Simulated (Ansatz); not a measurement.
Series SbH2X: vertical IE (eV) at several levels, gas phase, relaxed structures; Ansatz. Core potentials for I, Sb in the def2 sets, no spin–orbit coupling. A dash marks a value that wasn't run or was left out as unsound. The structures are stationary points that may keep the symmetry of their start. Remarks come from the PBE and PBE0 runs and from stability tests at other levels; not every state was tested. HOMO above LUMO (over both spins in singlets and doublets, within one spin in higher multiplets; at PBE or PBE0), or a gap under 0.15 eV within one spin, warns that the state may not be the lowest or that an electron is smeared out.

| species | state | geometry | PBE-D4/def2-TZVP | r2SCAN-D4/def2-TZVP | remarks |
| --- | --- | --- | --- | --- | --- |
| SbH2Br | singlet to doublet | r2SCAN-D4/def2-TZVP | 9.45 | 9.61 | – |
| SbH2I | singlet to doublet | r2SCAN-D4/def2-TZVP | 9.00 | 9.14 | – |
| SbH2Cl | singlet to doublet | PBE0-D4/def2-TZVP | 9.69 | 9.82 | – |
| SbH2Me (CH5Sb) | singlet to doublet | PBE0-D4/def2-TZVP | 9.19 | 9.20 | – |
| SbH2(SiH3) (SiSbH5) | singlet to doublet | r2SCAN-D4/def2-TZVP | 9.23 | 9.26 | – |
| SbH2(vinyl) (C2H5Sb) | singlet to doublet | r2SCAN-D4/def2-TZVP | 9.22 | 9.26 | gap within one spin near zero at PBE or PBE0 (+1 doublet) |
| SbH2(SMe) (CH5SSb) | singlet to doublet | PBE-D4/def2-TZVP | 8.60 | 8.63 | – |
| SbH2(OMe) (CH5OSb) | singlet to doublet | PBE0-D4/def2-TZVP | 8.92 | 9.03 | – |
| SbH2Et (C2H7Sb) | singlet to doublet | PBE0-D4/def2-SVP | 8.92 | 8.95 | – |
| SbH2(iPr) (C3H9Sb) | singlet to doublet | r2SCAN-D4/def2-SVP | 8.68 | 8.71 | – |
| SbH2(SiMe3) (C3H11SbSi) | singlet to doublet | B3LYP-D4/def2-SVP | 8.35 | – | – |

**Question.** Estimate the column for PBE0-D4/def2-TZVP.

**Answer.** SbH2Br 9.67; SbH2I 9.20; SbH2Cl 9.90; SbH2Me (CH5Sb) 9.23; SbH2(SiH3) (SiSbH5) 9.29; SbH2(vinyl) (C2H5Sb) 9.32; SbH2(SMe) (CH5SSb) 8.70; SbH2(OMe) (CH5OSb) 9.15; SbH2Et (C2H7Sb) 9.01; SbH2(iPr) (C3H9Sb) 8.79; SbH2(SiMe3) (C3H11SbSi) 8.46.

Over the 10 species that have every level, the mean is 9.09 at PBE-D4/def2-TZVP, 9.16 at r2SCAN-D4/def2-TZVP, 9.22 at PBE0-D4/def2-TZVP.
